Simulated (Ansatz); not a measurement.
Ansatz (a first-principles code) input:

Ansatz 0.2 input:
```yaml
crystal:
  periodic: [false, false, false]
  atoms:
    - {symbol: Si, position_ang: [-0.27218283, 0.00184475, 0.06118821]}
    - {symbol: O, position_ang: [-1.05223156, -1.19307407, 0.85059189]}
    - {symbol: N, position_ang: [-1.23860710, 1.30200980, -0.40502891]}
    - {symbol: N, position_ang: [1.07216982, 0.52300026, 1.05183877]}
    - {symbol: N, position_ang: [0.56229134, -0.69944513, -1.30714028]}
    - {symbol: H, position_ang: [-0.54138769, -1.94730657, 1.13343939]}
    - {symbol: H, position_ang: [-2.22593889, 1.32341783, -0.20365362]}
    - {symbol: H, position_ang: [1.72247411, 1.16032846, 0.62400632]}
    - {symbol: H, position_ang: [0.83789864, 0.86032682, 1.97167070]}
    - {symbol: H, position_ang: [1.19537029, -0.09436416, -1.80239597]}
    - {symbol: H, position_ang: [-0.01521315, -1.18657750, -1.97341430]}
basis:
  gaussian:
    orbitals: def2-TZVP
hamiltonian:
  xc: b3lyp
  dispersion: d3bj
magnetization: {spin_polarized: true, initial_magnetization: 1}
relax: {f_tol: 0.002, max_steps: 150}
```

**Question.** Predict the final energy.

**Answer.** -532.82265 Eh (B3LYP-D3(BJ)/def2-TZVP). The basis has 197 functions.

It need not be the lowest isomer of its formula.
